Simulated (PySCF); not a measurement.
# Dipole moment and polarisability of `Cc1cnn(C)c1C=O`

C6H8N2O.
Geometry (GFN2-xTB, Å), atoms numbered from 1 in this order:
```
atom  x, y, z in Å
C1    -2.4142   -0.5518    0.2782
C2    -1.1297    0.1809    0.1336
C3    -0.9284    1.5601    0.1275
N4     0.3580    1.8556   -0.0213
N5     1.0027    0.7178   -0.1119
C6     2.4248    0.6924   -0.2806
C7     0.1590   -0.3514   -0.0253
C8     0.5837   -1.7250   -0.0887
O9     1.7214   -2.1153   -0.2266
H10   -2.6023   -1.1768   -0.5942
H11   -2.3925   -1.1963    1.1565
H12   -3.2338    0.1543    0.3842
H13   -1.6543    2.3425    0.2241
H14    2.8956    0.1548    0.5435
H15    2.6886    0.1859   -1.2100
H16    2.7717    1.7234   -0.3035
H17   -0.2573   -2.4390    0.0046
```

Level: PBE0/def2-SVPD (PySCF), static field, nuclei fixed, core orbitals frozen in the response. The polarisability tensor in these axes (au):

```
x   108.85  -5.83  -6.36
y    -5.83 101.36   1.21
z    -6.36   1.21  56.48
```

What are the eigenvalues, a third of the trace, and Δα (Δα² = ½Σ(αi − αj)² over the three pairs)?

Principal values 55.71, 98.26 and 112.72 au; mean 88.90 au = 13.17 Å³ = 14.66 × 10⁻⁴⁰ C²·m²/J; Δα = 51.33 au (58 % of the mean).

What is the dipole moment, and where does it point?

(-1.99, 0.29, 0.24) D, 2.03 D in size, pointing from the negative to the positive side. Measured along this direction, the outermost atoms are H14 and H15 at the negative end and H12 at the positive end.

Find the Langevin capture rate constant for NO+ (29.998 u) meeting this molecule (124.064 u), k = 2.342 × 10⁻⁹ cm³/s × √(α in Å³ / reduced mass in u).

The reduced mass is 24.16 u, so k = 1.73 × 10⁻⁹ cm³/s. The formula leaves out the permanent dipole, which adds to the capture rate.

Traceless (Buckingham) quadrupole moment about the centre of nuclear charge: eigenvalues?

-12.40, 0.59, 11.81 D·Å. The values depend on the origin, since the dipole doesn't vanish. The electronic extent ⟨r²⟩ about the same centre is 1147 bohr², a root-mean-square distance of 2.21 Å for the 66 electrons.

In a dilute gas of rigid molecules at 350 K, how does the orientational term μ²/3kT compare with the electronic polarisability?

In Gaussian units μ²/3kT = 28.34 Å³ against 13.17 Å³, a ratio of 2.15; the Debye molar polarisation (4π/3)N_A(α + μ²/3kT) is 104.7 cm³/mol, leaving out the vibrational part.

Rayleigh depolarisation ratio (linearly polarised light, static tensor)?

ρ = 3Δα²/(45ᾱ² + 4Δα²) = 7904.3/(355632 + 10539.0) = 0.0216.

Form Σ f/ω² (atomic units) for the 8 lowest TDDFT singlets, given as eV and f, and set it beside the mean polarisability, which is this sum over all singlets: 3.83, 0.0004; 4.72, 0.0834; 5.23, 0.2603; 5.39, 0.0026; 6.87, 0.0038; 7.15, 0.0036; 7.22, 0.0057; 7.33, 0.0677.

They add up to 11.04 au, 12.4 % of the 88.90 au; the largest single term is 7.05 au, from the state at 5.23 eV. Terms in order: 0.02, 2.77, 7.05, 0.07, 0.06, 0.05, 0.08, 0.93 au. Higher excitations give the rest. The strengths listed sum to 0.428.

Geometry: GFN2-xTB, one conformer, isolated molecule.

These values come from a run that also computed excited states. Rough CPU time on one thread of a shared machine: about 2.1 min.
